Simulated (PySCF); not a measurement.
C4H7BFN, SMILES FCB1C=CCN1.

Geometry optimised at PBE0-D3(BJ)/def2-SVP. The structure was generated by enumeration, and PubChem lists no compound with its InChIKey, so it may never have been made. One conformer was computed; it need not be the lowest.

Vertical ionisation energy (IE) and electron affinity (EA) in eV. Rows of orbital energies are one-electron estimates. Where ΔSCF, EOM or ADC give a negative EA the extra electron is unbound and the value depends on the basis.

| level | IE | EA |
|---|---|---|
| −ε(HOMO), −ε(LUMO), B3LYP/def2-TZVP (PySCF) | 7.12 | 0.74 |
| −ε(HOMO), −ε(LUMO), PBE/def2-TZVP (PySCF) | 6.16 | 1.46 |
